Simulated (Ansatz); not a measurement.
Consider the ligand exchange at a B–Br bond: `BB(O)Br` + H₂S → `BB(O)S` + HBr.

Gas-phase electronic energies from Ansatz, PBE0-D4/def2-TZVP geometries. CCSD(T)/CBS adds triple-zeta CCSD(T) − MP2 to the extrapolated MP2 energy (def2 sets, frozen cores). This one scheme is used for every species. Functionals use def2-TZVPP. B3LYP here is the variant with VWN-RPA as its local correlation; programs differ in this. HSE06 is defined as in plane-wave codes. For Br outer-core shells are correlated without core-valence functions, which leaves a few kJ/mol of doubt a bond. Scalar relativity is left out up to krypton. Each species was taken in one conformer, which may not be the lowest.

```tsv
level	ΔE (kJ/mol)	difference from CCSD(T)/CBS
LDA (SPW92)	21.9	-6.7
PBE-D4	23.7	-4.9
BLYP-D4	25.6	-3.0
r2SCAN-D4	26.1	-2.5
B97M-V	23.8	-4.8
PBE0-D4	24.7	-3.9
B3LYP-D4	26.5	-2.1
r2SCANh-D4	26.4	-2.2
r2SCAN0-D4	26.9	-1.7
HSE06-D4	24.9	-3.7
BHLYP-D4	28.6	0.0
CAM-B3LYP-D4	25.7	-2.9
ωB97X-V	25.9	-2.7
ωB97M-V	27.0	-1.6
B2PLYP	27.7	-0.9
PBE-QIDH	26.8	-1.8
PBE	24.4	-4.2
BLYP	27.0	-1.6
r2SCAN	26.4	-2.2
PBE0	25.3	-3.3
B3LYP	27.4	-1.2
r2SCANh	26.7	-1.9
HSE06	25.4	-3.2
BHLYP	28.8	0.2
CAM-B3LYP	26.2	-2.4
LC-ωPBE	23.2	-5.4
RPA@PBE/def2-TZVPP	26.5	-2.1
HF/def2-SVP	32.4	3.8
CCSD/def2-SVP	25.1	-3.5
CCSD(T)/def2-SVP	24.4	-4.2
HF/def2-TZVPP	33.4	4.8
SCS-MP2/def2-TZVPP	28.6	0.0
CCSD/def2-TZVPP	28.1	-0.5
CCSD(T)/def2-TZVPP	27.2	-1.4
HF/def2-QZVPP	33.1	4.5
MP2/def2-QZVPP	29.4	0.8
SCS-MP2/def2-QZVPP	29.1	0.5
HF/CBS(def2)	33.0	4.4
MP2/CBS(def2)	30.1	1.5
CCSD/CBS(def2)	29.5	0.9
CCSD(T)/CBS	28.6	0
```

Largest T1 diagnostic among the species: 0.014.

In def2-TZVPP, CCSD(T) changes the Hartree–Fock value by −6.2 kJ/mol (the triples alone add −0.9 kJ/mol) and MP2 by −4.6 kJ/mol. At CCSD(T), def2-SVP lies −4.2 kJ/mol from the extrapolated value and def2-TZVPP −1.4 kJ/mol.
